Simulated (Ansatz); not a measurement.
Relaxation of CH4AlFN2 (9 atoms, charge 0, multiplicity 1), to a largest force component of 0.015 eV/Å in at most 40 steps.

Theory: Ansatz 0.2.0, RKS B3LYP/def2-SVP.

```xyz
9
Properties=species:S:1:pos:R:3:forces:R:3
N 0.859 -0.670 1.607 0.64 1.06 -0.97
C 1.280 0.071 0.612 -0.58 -0.86 1.71
N 2.630 0.624 0.517 -1.64 0.09 -1.18
Al 4.021 0.414 1.673 -0.31 -2.01 2.75
F 3.918 -0.607 3.202 0.22 2.00 -2.94
H -0.172 -0.953 1.634 1.78 0.71 -0.77
H 0.532 0.306 -0.177 0.82 0.47 -0.31
H 2.785 1.245 -0.353 -0.54 -1.40 1.76
H 5.450 1.062 1.398 -0.40 -0.06 -0.04
```

Task: Where does it end, and by what steps?

Result: The run converged. After 8 steps the energy has fallen by 0.864 eV; H9 moved furthest, 0.18 Å.

```
step  energy less start (eV)  largest force component (eV/Å)  accepted
   0                  0.0000                           2.941       yes
   1                 -0.6425                           1.921       yes
   2                 -0.7817                           2.084       yes
   3                 -0.8154                           0.887       yes
   4                 -0.8492                           0.322       yes
   5                 -0.8590                           0.165       yes
   6                 -0.8627                           0.070       yes
   7                 -0.8637                           0.019       yes
   8                 -0.8637                           0.011       yes
```

```xyz
9
Properties=species:S:1:pos:R:3
N 0.916 -0.611 1.651
C 1.297 0.084 0.654
N 2.587 0.576 0.560
Al 3.951 0.343 1.722
F 3.937 -0.584 3.099
H -0.061 -0.892 1.553
H 0.648 0.352 -0.204
H 2.747 1.135 -0.274
H 5.282 1.090 1.352
```

Whether the end is a true minimum wasn't checked by a vibrational analysis.

Time of the run: 12 s on 2 threads of Intel(R) Xeon(R) 6975P-C (Granite Rapids), with other jobs on the host, peak memory 0.21 GiB.
